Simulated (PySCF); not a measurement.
# Radial density of Sc+ (scandium, charge +1)

r2SCAN, [Ar] 3d1 4s1, high-spin 3D determinant. All numbers are calculated (PySCF 2.14, no relativity, point nucleus, in aug-cc-pV5Z).

```tsv
r (bohr)	4πr²ρ (e/bohr)	4πr²(ρα − ρβ)
0.00158	0.1810	0.0001
0.00265	0.4895	0.0002
0.00447	1.283	0.0006
0.00751	3.196	0.0015
0.0126	7.297	0.0035
0.0212	14.41	0.0065
0.0357	22.43	0.0087
0.0601	24.19	0.0045
0.101	18.72	-0.0026
0.170	22.12	0.0175
0.286	24.76	0.0651
0.481	9.482	0.2183
0.809	8.461	0.5654
1.36	5.781	0.5053
2.29	1.043	0.5356
3.85	0.3214	0.3172
6.48	0.01962	0.0196
10.9	2.747e-05	0.0000
```

Problem. Where is the radial spin density 4πr²(ρα − ρβ) most negative, and why is it negative at all?

Solution. Around r = 0.101 bohr, down to -0.0026 e/bohr: exchange with the open shell polarises the paired shells in an unrestricted calculation.
